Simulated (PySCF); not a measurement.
A PySCF script (with the pyscf-properties extension) for the NMR shieldings of `InChI=1S/C5H6BClS/c1-4-2-5(6-7)8-3-4/h2-3,6H,1H3`, on a GFN2-xTB geometry:

```python
import basis_set_exchange as bse
import numpy as np
from pyscf import gto, dft
from pyscf.prop import nmr

atoms = """
C    -2.214492   -0.599221    0.235268
C    -0.911684    0.109602    0.068026
C    -0.769238    1.465241   -0.038223
S     0.860241    1.953196   -0.217326
C     1.417127    0.297148   -0.151748
B     2.899845   -0.040883   -0.253474
Cl    3.388102   -1.669706   -0.155702
C     0.334723   -0.541774    0.002475
H    -2.354941   -1.324586   -0.564568
H    -2.230161   -1.137754    1.181853
H    -3.040728    0.106307    0.219648
H    -1.544083    2.206986   -0.018759
H     3.719567    0.785682   -0.394030
H     0.445046   -1.610713    0.064393
"""
names = dict.fromkeys(["C", "S", "B", "Cl", "H"], "pcSseg-1")
basis = {el: gto.basis.parse(bse.get_basis(n, elements=[el], fmt="nwchem")) for el, n in names.items()}
mol = gto.M(atom=atoms, basis=basis, charge=0, verbose=0)
mf = dft.RKS(mol, xc="PBE0")
mf.grids.level = 2
mf.grids.alignment = dft.numint.BLKSIZE   # the property module wants whole blocks of grid points
mf.conv_tol = 1e-9
mf.kernel()

calc = nmr.RKS(mf)   # GIAO
C = mf.mo_coeff
Co = C[:, mf.mo_occ > 0]
resp = mf.gen_response(singlet=True, hermi=2)
def vind(x):   # induced exchange potential for any number of trial vectors
    d = np.einsum("pi,xij,qj->xpq", C, 2 * x.reshape(-1, C.shape[1], Co.shape[1]), Co, optimize=True)
    return np.einsum("xpq,pi,qj->xij", resp(d - d.transpose(0, 2, 1)), C, Co, optimize=True).ravel()
mo1, _ = nmr.rhf.solve_mo1(calc, with_cphf=vind)
sigma = calc.kernel(mo1)
for i, s in enumerate(sigma):   # ppm
    print("%2d %-2s %9.2f" % (i, mol.atom_pure_symbol(i), np.trace(s) / 3))
```

Q: What are the results?

A: 
```
 0 C     169.34
 1 C      42.91
 2 C      40.12
 3 S     231.17
 4 C      30.79
 5 B      47.72
 6 Cl    734.53
 7 C      39.83
 8 H      29.06
 9 H      29.06
10 H      29.32
11 H      24.18
12 H      25.28
13 H      23.53
```

These numbers come from an equivalent density-fitted implementation of the same equations, which agrees with the script to about 0.01 ppm for H and up to a few tenths of a ppm for heavy atoms, so last digits may differ.

Size and cost of the density-fitted run: 180 basis functions, 81 s wall time (70 s CPU) on 1 thread of an Intel Xeon, shared host; peak memory 0.81 GiB.
